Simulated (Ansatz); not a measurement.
`[NH2][GaH][AlH2]` and `[NH2][GaH][SiH3]` differ in one atom or group.

Ansatz, PBE0-D4/def2-TZVP geometries, multiplicity 1. Each molecule was computed in one conformer, which needn't be the lowest.

Scalar relativity is left out up to krypton.

```tsv
property	`[NH2][GaH][AlH2]`
HOMO–LUMO gap (PBE/def2-TZVPP) / eV	3.18
size of the dipole moment (B3LYP/def2-TZVPP) / D	1.03
ideal-gas entropy at 298 K and 1 bar (rigid rotor, harmonic PBE0-D4/def2-TZVP) / J/(mol·K)	341
LUMO energy (B3LYP/def2-TZVPP) / eV	-2.20
HOMO–LUMO gap (PBE0/def2-TZVPP) / eV	4.96
zero-point energy (PBE0-D4/def2-TZVP) / kJ/mol	119.3
```

(1) Give the same properties after the change, and the shifts. (Estimate.)

Answers

(1) The calculation gave: 
```
                                                                                  property  `[NH2][GaH][SiH3]`  shift
                                                       HOMO–LUMO gap (PBE/def2-TZVPP) / eV                4.26   1.08
                                          size of the dipole moment (B3LYP/def2-TZVPP) / D                1.16   0.13
ideal-gas entropy at 298 K and 1 bar (rigid rotor, harmonic PBE0-D4/def2-TZVP) / J/(mol·K)                 339     -2
                                                       LUMO energy (B3LYP/def2-TZVPP) / eV               -1.38   0.82
                                                      HOMO–LUMO gap (PBE0/def2-TZVPP) / eV                6.31   1.35
                                            zero-point energy (PBE0-D4/def2-TZVP) / kJ/mol               149.1   29.8
```

With PBE0 the HOMO falls by 0.50 eV and the LUMO rises by 0.85 eV, so the gap widens by about 1.35 eV. PBE moves the HOMO by -0.26 eV and ωB97M-V by -0.70 eV. The zero-point energy changes by 29.8 kJ/mol with +3 modes. Dipoles are sizes alone; their direction can turn. Modes under 60 cm⁻¹, often nearly free rotors, make the harmonic entropy too high.

B3LYP here is the variant with VWN-RPA as its local correlation; programs differ in this.
